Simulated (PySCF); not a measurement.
Compound: C6H9FO.
Cartesian coordinates in Å at the GFN2-xTB level; atoms count from 1:
```
atom  x, y, z in Å
O1    -0.4414    2.2976    1.1817
C2    -0.1825    1.4640    0.3549
C3    -1.1807    0.7981   -0.5473
C4    -1.2470   -0.6863   -0.1560
C5     0.1296   -1.3325   -0.2691
C6     1.1483   -0.6041    0.6055
C7     1.2175    0.8719    0.2075
F8     1.6321    0.9699   -1.1085
H9    -2.1554    1.2745   -0.4409
H10   -0.8412    0.8854   -1.5810
H11   -1.6113   -0.7688    0.8708
H12   -1.9571   -1.1980   -0.8077
H13    0.0743   -2.3792    0.0338
H14    0.4650   -1.2985   -1.3077
H15    0.8613   -0.6599    1.6572
H16    2.1367   -1.0523    0.4889
H17    1.9448    1.4302    0.8079
```

The closed-shell SCF was solved with PySCF and density fitting under several settings on one GFN2-xTB geometry (grid level 2 and gas phase unless stated).

```
     settings  basis functions  SCF cycles     E (Eh)  HOMO (eV)  LUMO (eV)  dipole (D)
PBE0/pcSseg-1              181          14  -408.6270      -7.26      -0.78        2.77
  PBE0/STO-3G               49          13  -403.4133      -3.88       2.60        1.63
PBE0/6-311G**              198          14  -408.7744      -7.13      -0.66        2.70
```

Q: Estimate the row for these settings: HSE06/def2-SVPD, fitting basis def2-qzvpp-jkfit, level shift 0.1 Eh.

A: 
```csv
settings,basis functions,SCF cycles,E (Eh),HOMO (eV),LUMO (eV),dipole (D)
"HSE06/def2-SVPD, fitting basis def2-qzvpp-jkfit, level shift 0.1 Eh",238,11,-408.4312,-6.94,-1.30,2.97
```

Q: Over all rows, what range does the HOMO–LUMO gap span?

A: From 5.64 eV to 6.48 eV.

Q: And the dipole moment?

A: From 1.63 D (PBE0/STO-3G) to 2.97 D (HSE06/def2-SVPD, fitting basis def2-qzvpp-jkfit, level shift 0.1 Eh); the largest is 1.82 times the smallest, and the median is 2.74 D.

Q: Compare two rows with the functional PBE0: PBE0/6-311G** and PBE0/pcSseg-1. Which energy is lower, and by how much?

A: PBE0/6-311G** (198 functions) lies 0.1474 Eh or 92 kcal/mol below PBE0/pcSseg-1 (181 functions).

Cycle counts include a coarse-grid stage where the run had one. All basis functions are spherical, in the Pople sets too.

One conformer stands for the species.
